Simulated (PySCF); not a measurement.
Al(F)(I)(OH), SMILES [OH][Al]([F])[I] (CAM-B3LYP/def2-SVP optimised geometry):

```
5

Al    -0.229     0.108     0.000
F      1.424     0.108     0.000
I     -1.424     2.230     0.000
O     -1.086    -1.334    -0.001
H     -0.742    -2.230     0.000
```

Computed with CAM-B3LYP/def2-TZVP, def2 effective core potentials past Kr (PySCF 2.14.0).

What are the frontier orbital energies and the dipole moment?

HOMO-2 -11.14 eV, HOMO-1 -9.44 eV, HOMO -9.31 eV, LUMO -0.32 eV, LUMO+1 0.48 eV; dipole moment 1.36 D.
